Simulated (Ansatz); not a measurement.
Cost and result for the atomization energy of CH7AlClNSi, SMILES `[NH2][AlH][CH]([SiH3])Cl` (12 atoms, 11 bonds).

Z-matrix (Å, degrees):
```
C
Al 1 1.970
Cl 1 1.807 2 109.4
Si 1 1.875 2 114.9 3 121.3
H 1 1.095 2 109.7 3 -116.5
N 2 1.758 1 118.1 3 -10.0
H 2 1.582 1 121.2 3 171.0
H 4 1.485 1 111.6 2 -178.4
H 4 1.486 1 109.4 2 -57.3
H 4 1.490 1 108.4 2 61.1
H 6 1.008 2 123.6 1 2.3
H 6 1.007 2 125.5 1 -178.6
```

Charge 0, multiplicity 1. All single points use the PBE0-D4/def2-TZVP geometry. It is one conformer, not always the lowest. Program: Ansatz. All runs use 4 threads of an Arm Neoverse V2 on a shared host. Times are those of one run each, without the atoms' runs, and a repeat can differ threefold. Electronic energies, without spin–orbit coupling; frozen cores. CCSD(T)/CBS adds CCSD(T) − MP2 in def2-TZVPP to the MP2 limit, and its time is that of the two runs behind it. T1 = 0.011. B3LYP takes the VWN-RPA correlation (the form of Gaussian; ORCA's B3LYP/G).

CCSD(T)/CBS is a level of theory with its own doubt, some kJ/mol a heavy atom from the limit and from the frozen cores, so smaller differences don't rank the functionals.

```json
{"level": "PBE-D4/def2-TZVPP (with forces)", "functions": "286", "wall time": "2.8 s", "atomization (kcal/mol)": "919.4", "difference from CCSD(T)/CBS": "3.5", "per bond": "0.3"}
{"level": "PBE0-D4/def2-TZVPP", "functions": "286", "wall time": "3.9 s", "atomization (kcal/mol)": "908.6", "difference from CCSD(T)/CBS": "-7.3", "per bond": "-0.7"}
{"level": "r2SCAN-D4/def2-TZVPP (with forces)", "functions": "286", "wall time": "5 s", "atomization (kcal/mol)": "913.9", "difference from CCSD(T)/CBS": "-2.0", "per bond": "-0.2"}
{"level": "B3LYP-D4/def2-TZVPP (with forces)", "functions": "286", "wall time": "6 s", "atomization (kcal/mol)": "913.2", "difference from CCSD(T)/CBS": "-2.7", "per bond": "-0.2"}
{"level": "B2PLYP/def2-TZVPP", "functions": "286", "wall time": "7 s", "atomization (kcal/mol)": "900.9", "difference from CCSD(T)/CBS": "-15.0", "per bond": "-1.4"}
{"level": "ωB97X-V/def2-TZVPP", "functions": "286", "wall time": "10 s", "atomization (kcal/mol)": "920.0", "difference from CCSD(T)/CBS": "4.1", "per bond": "0.4"}
{"level": "ωB97M-V/def2-TZVPP (with forces)", "functions": "286", "wall time": "15 s", "atomization (kcal/mol)": "918.3", "difference from CCSD(T)/CBS": "2.4", "per bond": "0.2"}
{"level": "MP2/def2-QZVPP", "functions": "534", "wall time": "22 s", "atomization (kcal/mol)": "912.6", "difference from CCSD(T)/CBS": "-3.3", "per bond": "-0.3"}
{"level": "CCSD(T)/def2-TZVPP", "functions": "286", "wall time": "2.9 min", "atomization (kcal/mol)": "888.4", "difference from CCSD(T)/CBS": "-27.5", "per bond": "-2.5"}
{"level": "CCSD(T)/CBS(def2)", "functions": "–", "wall time": "3.3 min", "atomization (kcal/mol)": "915.9", "difference from CCSD(T)/CBS": "0.0", "per bond": "0.0"}
```

From PBE to PBE0 (25 % exact exchange), in def2-TZVPP and without D4, the atomization energy moves by −9.8 kcal/mol: exact exchange takes away binding that semilocal exchange gives to molecules. The D4 term adds +11.5 kcal/mol with B3LYP and +6.1 kcal/mol with PBE0; it sums over pairs of atoms, weighted by their polarisabilities, and B3LYP, whose exchange is more repulsive, gets the larger term. In def2-TZVPP, CCSD(T) changes the Hartree–Fock value by +226.9 kcal/mol (the triples alone add +12.7 kcal/mol) and MP2 by +234.7 kcal/mol; breaking electron pairs costs correlation energy, which Hartree–Fock lacks.
